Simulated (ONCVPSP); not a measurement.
# What one change does to a pseudopotential (Ge, ONCV)

ONCVPSP 4.0.1 input, shortened (lines: element, Z, core and valence counts, functional; n l f; lmax; l rc ep ncon nbas qcut; lloc lpopt rc5 dvloc0; l nproj debl; icmod fcfact rcfact), LDA (Perdew-Wang 92), scalar-relativistic:

```
  Ge 32.00    3    5  -001012      upf
    1    0    2.00
    2    0    2.00
    2    1    6.00
    3    0    2.00
    3    1    6.00
    3    2   10.00
    4    0    2.00
    4    1    2.00
    2
    0    0.90    0.00    3    8   12.30
    1    1.20    0.00    4    8   10.50
    2    1.00    0.00    3    8   12.50
    4    5    0.85    3.00
    0    2    0.40
    1    3    3.50
    2    2    2.20
    2    0.25    0.90
```

All-electron outer shells of the reference configuration (LDA (PZ), scalar-relativistic, ld1.x):

```
shell  level (eV)  outermost node (bohr)  outermost maximum (bohr)
   2s    -1369.45                   0.06                      0.18
   2p    -1198.06                      –                      0.14
   3s     -167.73                   0.26                      0.54
   3p     -115.38                   0.23                      0.54
   3d      -29.55                      –                      0.50
   4s      -11.95                   0.77                      1.73
   4p       -4.05                   0.82                      2.19
```

Change: all radii but the core radius scaled by about 0.80 (s 0.72, p 0.96, d 0.80 bohr); local potential polynomial inside 0.68 bohr (lpopt 5, dvloc0 3 Ha).

Cutoffs: the cutoffs (Ha) at which the residual kinetic energy of the hardest occupied pseudo-wave falls to 1 and 0.1 mHa per electron; they do not see the model core or the augmentation charge, which bear on the density cutoff. Errors are all-electron minus pseudo energies relative to the spin-unpolarised reference configuration.

What does the change do?

Of the 4 tests that both files solve, the error grows in 0 and shrinks in 3 by more than 15 % and 0.3 meV (median size 1.3 → 0.4 meV); neither file shows a bound ghost. Less of the atom is replaced, so other configurations are described better.

```tsv
quantity	base	changed
cutoffs, loose and tight	76 Ha, 261 Ha	not determined
bound ghosts	none	none
GHOST(+) flags under 300 eV	none	none
error for 3s2 3p6 3d10 4s2 4p1, meV [ΔE 7.63 eV]	-0.2	0.0
error for 3s2 3p6 3d10 4s2 4p0, meV [ΔE 23.34 eV]	-0.8	-0.5
error for 3s2 3p6 3d10 4s1 4p0, meV [ΔE 58.56 eV]	-3.1	-1.7
error for 3s2 3p6 3d10 4s0 4p4, meV [ΔE 16.36 eV]	-1.8	-0.4
rms error of d²Exc/dni dnj with the model core, mHa	1.07	1.23
```
